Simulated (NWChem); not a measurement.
# C4H3FS; SMILES Fc1cccs1

Program: NWChem. Pople sets run with spherical d functions. Medium grid unless said otherwise, to which SCAN and Minnesota functionals are sensitive. The geometry was optimised at B3LYP/6-31G* (spherical d). B3LYP is NWChem's, with the RPA form of VWN correlation.

Question: Order these by “highest occupied level (eV)”, lowest first: KT2/6-31G*; MN15-L/6-31G*; B3LYP/6-31G*; CAM-B3LYP/6-31G*; r2SCAN0/6-31G*.

Answer: CAM-B3LYP/6-31G* (-7.77), r2SCAN0/6-31G* (-6.72), B3LYP/6-31G* (-6.25), MN15-L/6-31G* (-5.69), KT2/6-31G* (-5.38)
